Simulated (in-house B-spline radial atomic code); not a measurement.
The rubidium ion Rb²⁺: [Ar] 3d10 4s2 4p5

All numbers are computed (Dirac-Kohn-Sham BLYP, spherical fractional occupations; Fermi nucleus of rms radius 4.2036 fm) with a radial B-spline atomic code at the basis-set limit, not measured.

Screening seen three ways: the hydrogenic charge with the same mean radius, Z_r = [3n² - l(l+1)]/(2<r>), the one with the same energy, Z_e = n√(-2ε), and Slater's rules. Values are occupation-weighted means over j. An effective charge above Z reflects the relativistic contraction of the inner shells.

```json
{"shell": "1s", "electrons": "2", "ε (eV)": "-15051", "<r> (bohr)": "0.04029", "Z_r": "37.23", "Z_e": "33.26", "Slater": "36.70"}
{"shell": "2s", "electrons": "2", "ε (eV)": "-2027.6", "<r> (bohr)": "0.1776", "Z_r": "33.79", "Z_e": "24.42", "Slater": "32.85"}
{"shell": "2p", "electrons": "6", "ε (eV)": "-1800.7", "<r> (bohr)": "0.155", "Z_r": "32.27", "Z_e": "23.01", "Slater": "32.85"}
{"shell": "3s", "electrons": "2", "ε (eV)": "-317.47", "<r> (bohr)": "0.5105", "Z_r": "26.45", "Z_e": "14.49", "Slater": "25.75"}
{"shell": "3p", "electrons": "6", "ε (eV)": "-244.61", "<r> (bohr)": "0.5186", "Z_r": "24.10", "Z_e": "12.72", "Slater": "25.75"}
{"shell": "3d", "electrons": "10", "ε (eV)": "-123.73", "<r> (bohr)": "0.5249", "Z_r": "20.00", "Z_e": "9.05", "Slater": "15.85"}
{"shell": "4s", "electrons": "2", "ε (eV)": "-50.202", "<r> (bohr)": "1.421", "Z_r": "16.89", "Z_e": "7.68", "Slater": "9.60"}
{"shell": "4p", "electrons": "5", "ε (eV)": "-33.567", "<r> (bohr)": "1.64", "Z_r": "14.02", "Z_e": "6.28", "Slater": "9.60"}
```

The least bound orbital is 4p3/2 at -33.24 eV, and it is also the most diffuse (<r> = 1.651 bohr).

Spin-orbit splittings of the orbital energies (j = l + 1/2 above j = l - 1/2 when positive): 2p 60.83 eV, 3p 9.147 eV, 3d 1.554 eV, 4p 0.989 eV.

For the 1s electron the small component carries 1.81 % of the norm, the zero-frequency Breit interaction raises the level by 25.79 eV, self-energy by 13.76 eV, and vacuum polarisation lowers it by 1.457 eV.

The density falls to 0.001 bohr⁻³ at 3.423 bohr; Σ<r²> = 26.161 bohr² gives, by the non-relativistic formula and without the paramagnetism of open shells, a Langevin diamagnetic susceptibility of -20.72×10⁻⁶ cm³/mol.
